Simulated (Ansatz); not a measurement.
Si(OAc)H3 (C₂H₆O₂Si). Charge 0, multiplicity 1. Geometry r2SCAN-D4/def2-SVP, basis def2-TZVP, Ansatz.

```xyz
11

Si    1.706    0.673   -0.813
O     0.565   -0.419   -0.126
C    -0.630    0.109    0.217
C    -1.561   -0.906    0.809
O    -0.875    1.283    0.046
H    -2.521   -0.438    1.052
H    -1.106   -1.337    1.714
H    -1.705   -1.735    0.100
H     2.060    1.739    0.159
H     1.189    1.233   -2.089
H     2.878   -0.203   -1.070
```

```tsv
run	HOMO (eV)	LUMO (eV)
A	-9.74	1.06
B	-6.78	-1.50
C	-6.92	-0.97
D	-6.49	-1.14
E	-9.88	0.94
F	-10.70	1.75
```

Task: The runs used BHLYP, BLYP, CAM-B3LYP, LDA (SPW92), r2SCAN, ωB97M-V. Estimate which is which.

Result: A CAM-B3LYP (range-separated); B LDA (SPW92) (0 % exact exchange); C r2SCAN (0 % exact exchange); D BLYP (0 % exact exchange); E BHLYP (50 % exact exchange); F ωB97M-V (range-separated). Exact exchange lowers occupied and raises empty levels; among semilocal functionals meta-GGAs tend to open the gap a little, and such runs are hard to tell apart. The gap grows from 5.29 eV (LDA (SPW92)) to 12.45 eV (ωB97M-V).
